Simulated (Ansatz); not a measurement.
Relaxation of H4O3Si (8 atoms, charge 0, multiplicity 1), to a largest force component of 0.03 eV/Å in at most 50 steps.

These are results of Ansatz, RHF/def2-SVP, not measurements.

```xyz
8
Properties=species:S:1:pos:R:3:forces:R:3
Si -0.018 -0.090 0.301 1.01 -0.28 0.09
H 0.362 0.038 1.688 -0.90 0.43 0.90
O 1.475 -0.583 -0.186 -0.11 -0.17 -1.06
H 2.227 -0.257 0.282 -0.07 0.01 0.01
O -0.556 1.313 -0.329 0.01 -0.03 0.08
H -1.243 1.294 -0.977 0.02 0.00 -0.01
O -1.127 -1.225 -0.087 0.01 -0.03 -0.04
H -0.891 -2.138 -0.152 0.03 0.07 0.04
```

Where does it end, and by what steps?

The run converged. After 9 steps the energy has fallen by 0.235 eV; H4 moved furthest, 0.38 Å.

```csv
step,energy less start (eV),largest force component (eV/Å),accepted
0,0.0000,1.061,yes
1,-0.1968,0.363,yes
2,-0.2085,0.175,yes
3,-0.2239,0.181,yes
4,-0.2258,0.464,yes
5,-0.2281,0.241,yes
6,-0.2233,0.148,no
7,-0.2339,0.066,yes
8,-0.2351,0.031,yes
9,-0.2353,0.012,yes
```

```xyz
8
Properties=species:S:1:pos:R:3
Si -0.041 -0.126 0.417
H 0.076 0.095 1.861
O 1.391 -0.640 -0.208
H 2.181 -0.142 -0.074
O -0.539 1.298 -0.212
H -0.923 1.318 -1.075
O -1.118 -1.295 0.025
H -0.799 -2.156 -0.195
```

Whether the end is a true minimum wasn't checked by a vibrational analysis.

Time of the run: 12 s on 1 thread of Arm Neoverse V1, with other jobs on the host, peak memory 0.14 GiB.
